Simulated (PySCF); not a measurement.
Computed IR spectrum (relative IR intensity) of a molecule C₄H₆Ge. The structure is a stationary point at PBE-D3(BJ)/def2-SVP. One conformer was computed; it need not be the lowest. The numbers are results of PBE-D3(BJ)/def2-SVP in PySCF 2.14.0, not measurements. Frequencies are harmonic and unscaled.

Lines under 2 % of the strongest are left out, and lines within 2 cm⁻¹ are merged.

ν (cm⁻¹): 232 (vw), 401 (w), 412 (vw), 544 (w), 609 (w), 618 (m), 627 (w), 632 (w), 795 (vs), 844 (w), 857 (w), 906 (m), 1369 (vw), 2079 (m), 2095 (vs), 3066 (vw), 3407 (m) (against the strongest line: vs over 80 %, s over 45 %, m over 15 %, w over 4 %, vw less)

Question: Which molecule gave these data?
A. C#C[C](=C)[GeH3]
B. C1=[CH][GeH2][CH]=C1
C. C#C/C=[CH]/[GeH3]

Answer: A, C#C[C](=C)[GeH3]
